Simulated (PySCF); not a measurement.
## Se¹⁸⁺ (selenium, charge +18) across methods

[Ne] 3s2 3p4, high-spin 3P determinant. Calculation: PySCF 2.14, in an uncontracted even-tempered set (19 s from 1.4 bohr⁻², ratio 2.5; 12 p from 1.8 bohr⁻², ratio 2.5; 5 d from 10 bohr⁻², ratio 2.7; 4 f from 16 bohr⁻², ratio 2.7); the spin-free X2C one-electron Hamiltonian (Gaussian nucleus).

```
method  E (hartree)  mean ε 3s β (eV)  mean ε 3p α (eV)  mean ε 3p β (eV)  Σ⟨r²⟩ (bohr²)   ⟨S²⟩
   PBE    -2250.755           -777.73           -725.90           -718.18          1.983  2.001
  BLYP    -2251.210           -777.61           -725.83           -718.13          1.983  2.001
   UHF  -2250.26265           -798.93           -748.09           -738.36          1.986  2.002
r2SCAN    -2251.005           -778.95           -728.04           -719.41          1.984  2.001
 B3LYP    -2251.029           -782.46           -730.69           -722.66          1.983  2.001
   LDA    -2247.325           -777.44           -725.36           -717.56          1.984  2.000
  PBE0    -2250.804           -783.53           -731.83           -723.65          1.983  2.001
```

Spin-orbit coupling is strong in this species (close to jj coupling), so the high-spin LS determinant is a model state, not a physical level.
